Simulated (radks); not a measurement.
Values are calculated unless marked as measured or tabulated.
Q: The silicon ion Si+, 13 electrons, occupied as [Ne] 3s2 3p1. Code: a radial shooting solver on a logarithmic mesh with Libxc functionals. Model: scalar-relativistic Kohn-Sham, Slater X-alpha with alpha = 0.752, spin-polarised, spherical densities, point nucleus; open shells are filled with parallel spins first. Some entries of the table are withheld. Estimate them.

| orbital | occ. | eigenvalue (eV) | r(max) (bohr) |
|---|---|---|---|
| 1s up | 1 | -1799.057 | 0.07271 |
| 1s down | 1 | -1798.933 | 0.07271 |
| 2s up | 1 | -150.0621 | 0.4539 |
| 2s down | 1 | -149.8996 | 0.4540 |
| 2p up | 3 | -106.8892 | (1) |
| 2p down | 3 | -106.6850 | (2) |
| 3s up | 1 | -19.4832 | (3) |
| 3s down | 1 | -17.8919 | (4) |
| 3p up | 1 | -12.0446 | 1.999 |
| 3p down | 0 | -10.4772 | 1.995 |

A: 
(1) 2p up r(max) (bohr): 0.3849
(2) 2p down r(max) (bohr): 0.3850
(3) 3s up r(max) (bohr): 1.728
(4) 3s down r(max) (bohr): 1.717
